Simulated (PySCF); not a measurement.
# Molecular orbitals of MgI

PBE0 at R = 2.596 Å; basis Mg cc-pVTZ, I cc-pVTZ-PP with ECP28; scalar-relativistic core potentials; PySCF 2.14. State: ²Σ⁺ (doublet), unpaired electrons σ ↑. Only the outer orbitals are listed, counted within each symmetry, core potentials removing the inner ones.

```tsv
spin	orbital	occ.	ε (eV)	on Mg (%)	main shells (%)
α	7σ	1	-18.40	3	96 I s
α	8σ	1	-8.73	31	68 I p, 27 Mg s
α	4π	1	-7.24	5	95 I p
α	4π	1	-7.24	5	95 I p
α	9σ	1	-5.68	85	60 Mg s, 25 Mg p, 14 I p
α	5π	0	-1.28	97	95 Mg p
α	5π	0	-1.28	97	95 Mg p
β	7σ	1	-18.27	4	96 I s
β	8σ	1	-8.39	27	71 I p, 20 Mg s
β	4π	1	-7.20	5	95 I p
β	4π	1	-7.20	5	95 I p
β	9σ	0	-2.92	91	81 Mg s, 10 I p, 9 Mg p
β	5π	0	-0.46	96	97 Mg p
β	5π	0	-0.46	96	97 Mg p
```

**Question.** Which are the highest filled and the lowest empty level, where do they sit, and how wide is the gap?

**Answer.** Highest filled α 9σ at -5.68 eV (in %: 60 Mg s, 25 Mg p, 14 I p); lowest empty β 9σ at -2.92 eV (in %: 81 Mg s, 10 I p, 9 Mg p); the gap at PBE0 is 2.76 eV.

| Quantity | Value |
| --- | --- |
| bond order (Mayer) | 1.10 |
| ⟨S²⟩ | 0.751 |
| charge on Mg (Mulliken, basis-dependent) | 0.31 |
| charge on Mg (Löwdin, basis-dependent) | -0.01 |
| dipole moment (positive dipole means Mg(−)I(+)) | -3.25 D |
| polarisability along the bond | 99.6 bohr³ |
| polarisability across the bond | 73.3 bohr³ |

Spin–orbit coupling is left out. The state is the lowest determinant that a PBE0 search found; another state may lie lower at other levels.
